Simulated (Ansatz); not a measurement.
`[SiH3]/N=C/Cl` + `OB[SiH3]` → `[SiH3]BO[SiH3]` + `N=CCl` at 700 K and 1 bar (ligand exchange at the Si–N bond).

Isolated molecules relaxed with PBE0-D4/def2-TZVP in Ansatz; ΔE leaves out vibrations. CCSD(T)/CBS adds triple-zeta CCSD(T) − MP2 to the extrapolated MP2 energy (def2 sets, frozen cores). This one scheme is used for every species. Each species was taken in one conformer, which may not be the lowest.

| species | CCSD(T)/CBS energy (Eh) | H − E (kJ/mol) | S (J/(mol·K)) |
| --- | --- | --- | --- |
| `[SiH3]/N=C/Cl` | -844.00397 | 184.5 | 409.0 |
| `OB[SiH3]` | -392.07510 | 194.9 | 384.0 |
| `[SiH3]BO[SiH3]` | -682.38605 | 259.2 | 485.8 |
| `N=CCl` | -553.70684 | 119.5 | 311.8 |

H − E and S are ideal-gas, rigid-rotor, harmonic terms from PBE0-D4/def2-TZVP, for one conformer and one mirror image of each species. 1 Eh = 2625.50 kJ/mol, R = 8.31446 J/(mol·K).

Problem. By hand: ΔE, ΔH, ΔS and ΔG.

Solution. ΔE = (-682.38605) + (-553.70684) − (-844.00397) − (-392.07510) = -0.01382 Eh = -36.3 kJ/mol. Δ(H − E) = 259.2 + 119.5 − 184.5 − 194.9 = -0.7, so ΔH = -37.0 kJ/mol. ΔS = 485.8 + 311.8 − 409.0 − 384.0 = 4.6 J/(mol·K). ΔG = -37.0 − 700 × (4.6)/1000 = -40.2 kJ/mol.

Problem. By hand: the equilibrium constant, and the temperature at which ΔG would vanish if ΔH and ΔS stayed fixed.

Solution. log₁₀ K = −ΔG/(RT ln 10) = 3.0. ΔH and −TΔS have one sign here, so there is no such temperature.

The number of gas molecules stays the same, so ΔS is small and ΔH decides. A doubt of 5 kJ/mol in ΔE shifts log₁₀ K by 0.4 here. Other conformers and mirror images would add mixing entropy, several J/(mol·K) or more a flexible species. Modes under 60 cm⁻¹, often nearly free rotors, make the harmonic entropy too high. These are equilibria of isolated gas molecules and say nothing of rates. Largest T1 diagnostic: 0.014 (customary marks: 0.02 for closed shells, 0.045 for open ones).

ΔS is within the doubt of such terms, so its sign, and with it that verdict, could turn.
